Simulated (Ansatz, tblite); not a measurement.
Isomers of Mg4H6 (singlet), found by a short tight-binding search and relaxed with r2SCAN-D4/def2-SVP in Ansatz.

The xTB rows come from tblite. Correlated methods freeze 4 core orbitals; core or outer-core shells of Mg are correlated, in sets that lack core-valence functions.

Run but left out: HF/def2-TZVP (A: restricted singlet, unstable towards broken spin symmetry).

A: The restricted singlet is unstable towards broken spin symmetry in Hartree–Fock (as tested in another run); at PBE-D4/def2-TZVP, r2SCAN-D4/def2-TZVP, r2SCANh-D4/def2-TZVP, PBE0-D4/def2-TZVP and others this wasn't settled. At CCSD(T)/def2-TZVP the restricted singlet (for correlated methods, its reference) is unstable: a solution with broken spin symmetry lies lower. C: The restricted singlet is unstable towards broken spin symmetry in Hartree–Fock (as tested in another run); at PBE-D4/def2-TZVP, r2SCAN-D4/def2-TZVP, r2SCANh-D4/def2-TZVP, PBE0-D4/def2-TZVP and others this wasn't settled. At CCSD(T)/def2-TZVP the restricted singlet (for correlated methods, its reference) is unstable: a solution with broken spin symmetry lies lower.

Other spin states weren't relaxed.

A:

Cartesian coordinates in Å:
```
Mg 0.754 0.696 -1.571
Mg 1.355 -1.743 0.686
Mg 0.466 0.829 1.593
Mg -1.745 -0.684 -0.126
H -1.059 0.416 -1.433
H -1.230 0.289 1.456
H -3.014 -1.835 -0.125
H 1.564 -0.384 2.327
H 1.813 0.832 -2.911
H 1.098 1.584 0.105
```

B:

```xyz
10

Mg    0.4146    1.1362   -0.0758
Mg   -0.0717   -1.6545    0.2320
Mg   -2.3344    0.1741   -0.4157
Mg    2.7406   -0.5908    0.4532
H     4.4051   -0.8567    0.7588
H    -0.7364    0.7986   -1.4347
H    -0.8792    0.3683    1.0347
H    -1.8098   -1.6515   -0.3258
H     2.1449    1.3571    0.2558
H    -3.8739    0.9192   -0.4825
```

C:

```tsv
atom	x (Å)	y (Å)	z (Å)
Mg1	1.329	0.055	-0.564
Mg2	0.097	-2.395	-1.776
Mg3	-1.525	-0.330	-0.824
Mg4	-0.394	0.988	1.583
H5	-0.581	1.236	3.266
H6	1.833	-1.537	-1.347
H7	-0.086	-0.773	0.491
H8	-0.037	0.326	-1.799
H9	1.279	1.424	0.637
H10	-1.915	1.005	0.333
```

**Question.** Estimate their order by electronic energy at PBE0-D4/def2-TZVP, counted from the lowest.

**Answer.** C (0.0) < B (23.4) < A (38.4), in kJ/mol.

**Question.** Do the other levels pick the same lowest one?

**Answer.** Not GFN1-xTB, GFN2-xTB. Energies above each level's lowest (kJ/mol):

| level | A | B | C |
| --- | --- | --- | --- |
| GFN1-xTB | 0.0 | 63.6 | 71.6 |
| GFN2-xTB | 0.0 | 22.4 | 27.1 |
| PBE-D4/def2-TZVP | 37.5 | 26.4 | 0.0 |
| r2SCAN-D4/def2-TZVP | 41.7 | 23.1 | 0.0 |
| r2SCANh-D4/def2-TZVP | 41.2 | 22.6 | 0.0 |
| PBE0-D4/def2-TZVP | 38.4 | 23.4 | 0.0 |
| ωB97M-V/def2-TZVP | 25.2 | 23.4 | 0.0 |
| MP2/def2-TZVP | 31.7 | 22.9 | 0.0 |
| CCSD/def2-TZVP | 30.0 | 22.1 | 0.0 |
| CCSD(T)/def2-TZVP | 32.2 | 25.0 | 0.0 |
Point groups (tolerance 0.1 Å): A Cs, B not assigned, C not assigned. Lower isomers may exist.
